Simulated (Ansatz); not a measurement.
FGeH₆NOSi (`O[SiH](F)[NH][GeH3]`) at its PBE0-D4/def2-TZVP geometry, where that method's forces vanish. Charge 0, multiplicity 1.

```csv
atom,x (Å),y (Å),z (Å)
O1,1.6382,0.2725,1.2036
Si2,0.6276,1.2639,0.3939
F3,1.4121,2.3074,-0.5259
N4,-0.3722,0.3560,-0.6351
Ge5,-1.0354,-1.3389,-0.3317
H6,2.1723,-0.3406,0.6950
H7,-0.0472,2.0534,1.4388
H8,-0.7472,0.8125,-1.4526
H9,0.1061,-2.3680,-0.4188
H10,-2.0752,-1.6045,-1.4293
H11,-1.6790,-1.4135,1.0621
```

For each bond, give half the difference of the two atoms' forces along it (eV/Å; positive pushes the atoms apart) under PBE-D4, r2SCAN-D4, B3LYP-D4, ωB97M-V in def2-TZVPP. (An estimate is asked.)

Computed: 
```
   bond  length (Å)  PBE-D4  r2SCAN-D4  B3LYP-D4  ωB97M-V
 O1–Si2       1.631    0.22       0.04      0.12     0.13
  O1–H6       0.959    0.33       0.02     -0.02    -0.06
 Si2–F3       1.597    0.44       0.04      0.15     0.13
 Si2–N4       1.698   -0.01       0.00      0.01     0.03
 Si2–H7       1.473   -0.04      -0.04     -0.18    -0.23
 N4–Ge5       1.845    0.12       0.05      0.21     0.09
  N4–H8       1.009    0.16       0.01     -0.06    -0.04
 Ge5–H9       1.539    0.04      -0.04     -0.04    -0.09
Ge5–H10       1.535    0.04      -0.06     -0.06    -0.08
Ge5–H11       1.537    0.04      -0.04     -0.03    -0.08
```

B3LYP here is the variant with VWN-RPA as its local correlation; programs differ in this.
